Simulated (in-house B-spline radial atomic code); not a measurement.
**RPA and G0W0 on r2SCAN0: Rb⁺**

Configuration [Ar] 3d10 4s2 4p6, mean-field start r2SCAN0. Computed with an all-electron radial atomic-structure program (B-spline basis): all electrons, scalar-relativistic (spin-free one-electron X2C), finite nucleus, each spin shell either full or empty, empty states to l = 9 with an (l + 1/2)⁻⁴ tail; G0W0 by contour deformation at full frequency.

Command:
```bash
python run_gw.py task.json out
```
Settings (radii: box in bohr, nucleus in fm):
```
Z                        37
electrons                36
configuration            [Ar] 3d10 4s2 4p6
hamiltonian              x2c
method                   r2scan0
lmax                     9
rms_radius               4.2036
spin_polarised           False
box_radius               23.78
intervals                71
```

Run time, properties included: 3.1 s on 1 thread of Arm Neoverse N1, with other jobs on the host.

Energies (hartree):

| term | value |
| --- | --- |
| mean-field total | -2980.84884 |
| Hartree-Fock functional on these orbitals | -2979.00403 |
| direct second order | -2.934 |
| second-order exchange | 0.84382 |
| SOSEX correction | 0.78287 |

**Question.** What is the RPA correlation energy, and what remains with SOSEX?

**Answer.** RPA gives -2.5774 hartree (-1.95 eV per electron); RPA + SOSEX gives -1.7945, and the second-order doubles -2.0902 hartree (no singles). RPA lacks exchange-type terms and so overcorrelates at short range.

Quasi-particle levels (eV):

```csv
level,occupied,mean field,Σx - vxc,Σc,QP weight,G0W0
4p,yes,-23.719,-3.58,?,?,?
5s,no,-4.666,1.11,-0.56,0.987,-4.115
```

G0W0 = mean field + (Σx - vxc) + Σc, with Σc (partial-wave tail included) taken at the quasi-particle energy. Only the outer levels were computed. Levels of low weight are left out.

**Question.** Where does G0W0 put 4p?

**Answer.** At -27.661 eV, with Σc = -0.36 eV and a quasi-particle weight of 0.932. The tabulated removal energy is 27.290 eV (NIST, measured); the calculation leaves out spin-orbit coupling, Breit and QED terms, and what these don't explain is the method's own error.
